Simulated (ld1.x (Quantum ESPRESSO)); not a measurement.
**Reading a pseudo-wave (iron)**

Columns: radius, all-electron u(r) and pseudo u(r) of the 3d shell (level -20.91 eV) of iron in the configuration [Ne] 3s2 3p6 3d6 4s0.5 4p0; Wu–Cohen, non-relativistic, TM scheme, ld1.x (Quantum ESPRESSO) 7.5.

```csv
r (bohr),all-electron,pseudo
0.075,0.0358,0.0050
0.150,0.1678,0.0382
0.225,0.3482,0.1190
0.300,0.5273,0.2524
0.375,0.6783,0.4262
0.450,0.7924,0.6157
0.525,0.8703,0.7910
0.600,0.9160,0.9272
0.675,0.9353,1.0107
0.750,0.9346,1.0410
0.825,0.9194,1.0279
0.900,0.8941,0.9858
0.975,0.8622,0.9289
1.050,0.8262,0.8682
1.125,0.7879,0.8104
1.200,0.7486,0.7584
1.275,0.7092,0.7123
1.350,0.6703,0.6709
1.425,0.6323,0.6324
1.500,0.5955,0.5955
1.575,0.5602,0.5602
1.650,0.5263,0.5263
1.725,0.4939,0.4939
1.800,0.4632,0.4632
1.875,0.4340,0.4340
1.950,0.4064,0.4064
```

(1) How many radial nodes do the two functions have?

(2) At about which radius was the pseudo-wave matched?

(3) Where does each function peak?

(4) Is the pseudo-wave norm-conserving?

Answers

(1) The all-electron 3d function has n − l − 1 = 0; the pseudo-wave has 0.

(2) 1.50 bohr, where the columns begin to agree (steps of 0.07 bohr).

(3) Outermost all-electron maximum near 0.68 bohr, pseudo maximum near 0.75 bohr (to the table’s step).

(4) Yes: the TM scheme keeps the norm inside the radius equal to the all-electron one, which fixes the energy derivative of the logarithmic derivative at the level.
